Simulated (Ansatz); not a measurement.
Species: sum formula H₄SiNO₃, net charge 0, doublet state. It need not be the lowest isomer of its formula. 
Coordinates optimised at B3LYP-D3(BJ)/def2-TZVP (Ansatz, a quantum-chemistry and plane-wave program):
SMILES: [NH][Si](O)(O)O
```xyz
9

Si    -0.0174    -0.0099    -0.0027
O      1.4382    -0.3861    -0.6553
O      0.3037     0.5302     1.5128
O     -0.8487     1.1523    -0.7931
N     -1.0188    -1.4280    -0.1555
H      1.4381    -0.9549    -1.4298
H      1.1545     0.2901     1.8887
H     -0.7416     2.0578    -0.4909
H     -1.6222    -1.6290     0.6432
```
Charge 0, spin multiplicity 2.

Computed values are from Ansatz. Valence correlation only, unless marked. Open shells are spin-unrestricted. No spin-orbit coupling. Non-relativistic. Basis-set limits of correlation are two-point, X^-3; Hartree-Fock from the larger set. [CCSD(T)-MP2]/basis is that difference in the basis named.

What is the atomisation energy De at RI-MP2/CBS(cc-pV(T+d)Z,cc-pV(Q+d)Z)+[CCSD(T)-MP2]/cc-pV(T+d)Z?

3505.0 kJ/mol.

What is the T1 diagnostic at CCSD/cc-pV(T+d)Z?

0.012.

What is the dipole moment at CCSD(T)/aug-cc-pV(D+d)Z?

1.31 D.

What is the total energy at RI-MP2/CBS(cc-pV(T+d)Z,cc-pV(Q+d)Z)+[CCSD(T)-MP2]/cc-pV(T+d)Z?

-571.8214 Eh.
